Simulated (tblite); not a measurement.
Compound: heptafluorobutyric acid, C₄HF₇O₂.
Numbering: `[O:1]=[C:2]([OH:3])[C:4]([F:5])([F:6])[C:7]([F:8])([F:9])[C:10]([F:11])([F:12])[F:13]` (hydrogens: H14 on O3)

Computed with GFN2-xTB (tblite), gas phase: L-BFGS steps from a force-field or distance-geometry start until the largest atomic force falls under 0.01 eV/Å.

Step 14: E = -1369.0231 eV
```
atom  x, y, z in Å  |  force x, y, z in eV/Å
O1      1.8138   -0.0115    1.6902   -0.017   0.039  -0.044
C2      1.5168   -0.1764    0.5509   -0.004   0.008   0.101
O3      2.1382    0.2850   -0.5113   -0.015   0.034   0.036
C4      0.2858   -1.0383    0.1245   -0.018  -0.021  -0.021
F5     -0.2756   -1.5918    1.2133   -0.031   0.039   0.030
F6      0.7046   -2.0571   -0.6542    0.011  -0.030  -0.061
C7     -0.8022   -0.2457   -0.6581   -0.029   0.023  -0.028
F8     -0.2777    0.2552   -1.7913    0.050   0.022  -0.031
F9     -1.7977   -1.0727   -1.0208   -0.012  -0.035   0.001
C10    -1.4208    0.9344    0.1451   -0.019   0.000   0.040
F11    -0.4666    1.7829    0.5411    0.051  -0.037  -0.030
F12    -2.2774    1.6133   -0.6065    0.036  -0.011  -0.002
F13    -2.0629    0.5109    1.2223   -0.010  -0.019   0.051
H14     2.9209    0.8113   -0.2674    0.005  -0.012  -0.041
```

Step 15: E = -1369.0241 eV
```
atom  x, y, z in Å  |  force x, y, z in eV/Å
O1      1.8127   -0.0090    1.6909   -0.026   0.032  -0.070
C2      1.5155   -0.1744    0.5514   -0.013   0.006   0.117
O3      2.1361    0.2859   -0.5113   -0.003   0.034   0.032
C4      0.2852   -1.0377    0.1237   -0.024  -0.018  -0.004
F5     -0.2781   -1.5899    1.2119   -0.027   0.015   0.051
F6      0.7081   -2.0565   -0.6530   -0.002  -0.023  -0.057
C7     -0.8047   -0.2474   -0.6583   -0.012   0.027  -0.030
F8     -0.2765    0.2577   -1.7879    0.031   0.021  -0.057
F9     -1.7983   -1.0751   -1.0242   -0.001  -0.027  -0.003
C10    -1.4224    0.9329    0.1462    0.016  -0.016   0.021
F11    -0.4609    1.7763    0.5372    0.028  -0.024  -0.010
F12    -2.2759    1.6158   -0.6058    0.034  -0.029   0.031
F13    -2.0620    0.5111    1.2258   -0.009   0.008   0.020
H14     2.9204    0.8099   -0.2687    0.007  -0.005  -0.040
```

**Question.** Estimate the geometry and energy of step 16. (The exact step hangs on the optimiser's Hessian estimate; all steps are aligned on step 15, rigid shifts and turns removed.)

**Answer.** E = -1369.0248 eV, largest force 0.075 eV/Å
```
atom  x, y, z in Å  |  force x, y, z in eV/Å
O1      1.8116   -0.0064    1.6913   -0.028   0.026  -0.040
C2      1.5141   -0.1729    0.5526   -0.018   0.005   0.073
O3      2.1342    0.2870   -0.5106   -0.005   0.023   0.021
C4      0.2842   -1.0377    0.1231   -0.017  -0.010   0.009
F5     -0.2805   -1.5882    1.2117   -0.017  -0.001   0.040
F6      0.7105   -2.0562   -0.6532   -0.021  -0.006  -0.034
C7     -0.8067   -0.2483   -0.6593    0.012   0.011  -0.024
F8     -0.2749    0.2600   -1.7862    0.001   0.010  -0.053
F9     -1.7986   -1.0774   -1.0267    0.012  -0.009  -0.012
C10    -1.4232    0.9314    0.1475    0.041  -0.030  -0.001
F11    -0.4560    1.7708    0.5341    0.008  -0.015   0.009
F12    -2.2742    1.6171   -0.6048    0.023  -0.032   0.050
F13    -2.0616    0.5113    1.2288    0.001   0.028  -0.007
H14     2.9205    0.8090   -0.2705    0.006   0.001  -0.032
```

The energy changes by -0.0007 eV. The first-order estimate −F·Δx gives -0.0010 eV and the mean of the old and new forces, exact on a quadratic surface, -0.0007 eV. The step makes an angle of 66° with the force vector and moves no atom by more than 0.008 Å.

What follows is the cost of the whole relaxation. The run took 0.46 s wall, 0.93 s CPU on an Intel Xeon Platinum 8488C with 2 threads, shared host with 96 logical CPUs at a one-minute load of 43.
